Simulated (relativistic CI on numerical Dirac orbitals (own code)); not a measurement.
Ni3+: what numerical and physical settings do to a radial Dirac CI calculation

Reference input:

```
atom Ni  Z=28  charge=3  electrons=25
nucleus A=58  rms_radius_fm=3.7757
hamiltonian dirac-coulomb  breit=on  qed=on  c_scale=1
orbitals kli  potential=per-configuration
slater_scale 1
correlation none
mixing on
grid step=0.0125 r_max=37.3
scf mixing=0.4 start=green max_iterations=150 tolerance=2e-08 node_fill=0.05
configurations
  [Ar] 3d7
  [Ar] 3d6 4s
  [Ar] 3d6 4p
  [Ar] 3d5 4s2
  [Ne] 3s2 3p5 3d8
end
```

Computed lowest total energy -1516.29853 Ha, first excitation 1154.0 cm⁻¹, 59 SCF steps. Runs with settings changed; * marks those that are bad on purpose:

| Changed | Outcome | Lowest level | ΔE (Ha) | First excitation (cm⁻¹) | SCF steps | Message |
| --- | --- | --- | --- | --- | --- | --- |
| SCF mixing 0.9 | converged | 3p6 3d7 4F_9/2 | -8.73e-11 | 1154.0 | 54 |  |
| end of the grid at 26.11 bohr | converged | 3p6 3d7 4F_9/2 | -2.27e-13 | 1154.0 | 59 |  |
| end of the grid at 26.11 bohr, nuclear radius 4.1533 fm | converged | 3p6 3d7 4F_9/2 | 0.00117 | 1154.0 | 59 |  |
| node fill of the KLI weights 0.2, SCF tolerance 1e-05 | converged | 3p6 3d7 4F_9/2 | 0.00378 | 1182.9 | 50 |  |
| SCF mixing 1.3 * | converged | 3p6 3d7 4F_9/2 | -7.78e-11 | 1154.0 | 63 |  |
| grid step 0.002 * | refused |  |  |  | 0 | the grid has 8718 points, outside 40 to 4096 |

With so few configurations and no correlation, terms lie too far apart (by 10 to 50 % near neutrality), their order can be wrong, and levels of other configurations are missing.
